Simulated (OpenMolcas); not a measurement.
# Exact exchange and the dipole moment of PbTe

PbTe has 2 atoms, charge 0, and is taken as a singlet. SMILES: `[Te][Pb]`. The shape is that of a PBE0-D4/def2-TZVP optimisation.

The dipole moment y, in D, basis def2-TZVPP with a core potential; a is the functional's share of exact exchange. Programs: OpenMolcas 26.06.

| functional | program | a | y (D) |
| --- | --- | --- | --- |
| r2SCAN | OpenMolcas | 0 | 3.21 |
| PBE | OpenMolcas | 0 | 2.97 |
| B3LYP | OpenMolcas | 0.2 | 3.20 |
| PBE0 | OpenMolcas | 0.25 | ? |
| BHLYP | OpenMolcas | 0.5 | 3.64 |

Q: Fit y = c + s·a to the known rows and predict PBE0.

A: 
1. Means of the 4 rows: a = 0.1750, y = 3.255.
2. Σ(Δa)² = 0.1675, Σ(Δa·Δy) = 0.1815, so the slope is 0.1815/0.1675 = 1.0836.
3. Intercept: 3.255 − (1.0836) × 0.1750 = 3.065. The largest residual of the fit is 0.15.
4. PBE0: 3.065 + (1.0836) × 0.25 = 3.34 D.

The run gave 3.37 D, so the prediction is off by -0.03 D, within the scatter of the fit. More exact exchange makes the molecule more polar here. The rows mix families of semi-local functionals, which the line can't see.
